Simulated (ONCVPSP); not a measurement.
Cutoff test, sulfur (S), ONCV

ONCVPSP 4.0.1 input, shortened (lines: element, Z, core and valence counts, functional; n l f; lmax; l rc ep ncon nbas qcut; lloc lpopt rc5 dvloc0; l nproj debl; icmod fcfact rcfact), PBEsol, non-relativistic:

```
  S 16.00    3    2  -116133      upf
    1    0    2.00
    2    0    2.00
    2    1    6.00
    3    0    2.00
    3    1    1.00
    1
    0    1.10    0.00    4    8    7.30
    1    1.55    0.00    4    7    4.20
    4    5    1.05    3.00
    0    2    1.60
    1    3    2.70
    3    3.00    1.60
```

In the s channel the program set the typed energies aside and used -1.911, 0.250 Ha.

Question: For each optimised wave give the share of its norm inside rc, the residual kinetic energy above qcut (Ha) and the cutoffs (Ha) for errors of 10, 1, 0.1 and 0.01 mHa per electron.

Answer:

| wave | norm inside rc | residual KE | 10 mHa | 1 mHa | 0.1 mHa | 0.01 mHa |
| --- | --- | --- | --- | --- | --- | --- |
| 3s | 0.207 | 1.8e-03 | 10.1 | 47.5 | 139.3 | 193.2 |
| s projector 2 | 0.032 | 1.4e-04 | 10.1 | 15.5 | 62.6 | 189.1 |
| 3p | 0.469 | 1.0e-03 | 4.8 | 8.8 | 47.5 | 59.9 |
| p projector 2 | 0.050 | 7.6e-04 | 6.3 | 8.0 | 25.3 | 75.8 |
| p projector 3 | 0.041 | 1.7e-02 | 9.4 | 31.3 | 97.2 | 113.3 |

The occupied waves need 48 Ha and 139 Ha for 1 and 0.1 mHa. Note: ghosts flagged at negative energy: s at -233.1 eV; GHOST(+) flags only above 600 eV. A true bound ghost makes a file unfit for plane-wave use.
